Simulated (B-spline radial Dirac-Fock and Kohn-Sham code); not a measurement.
**Binding energies of K at several levels of theory**

System: the free potassium atom in the configuration [Ar] 4p1 (an excited configuration).

The density-functional columns are spherical, spin-unpolarised Dirac-Kohn-Sham results without Breit or QED terms: −ε is minus the orbital energy of the initial state and ΔSCF the difference of two total energies. The reference in the last column comes from Dirac-Fock ΔSCF + Breit + QED. All numbers are from an atomic code on a B-spline grid, in eV; a selection of levels is shown.

```tsv
level	LDA −ε	LDA ΔSCF	Dirac-Fock
1s	3512.6	3621.1	3615.4
2s	353.7	372.8	387.4
2p1/2	283.4	305.1	304.5
2p3/2	280.5	302.0	301.7
3s	36.69	43.15	46.85
3p1/2	20.50	26.45	25.29
3p3/2	20.23	26.15	25.03
4p	1.41	2.77	2.60
```

Values without a named source are computed, but for edge energies of neutral atoms, which are taken from tables.
